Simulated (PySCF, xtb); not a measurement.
GaI3, SMILES [I][Ga]([I])[I].

Harmonic wavenumbers (cm⁻¹) from GFN2-xTB (xtb) at its own minimum, in rising order: 58, 58, 80, 163, 312, 312.

### Question
What does B3LYP-D3(BJ)/def2-SVP (PySCF) give at its own minimum? (An estimate is asked for; the answer gives what the named calculation found.)

### Answer
59, 59, 89, 155, 283, 283. Paired by order, the mean absolute difference is 13 cm⁻¹ and the zero-point energies are 1.4 and 1.3 kcal/mol.
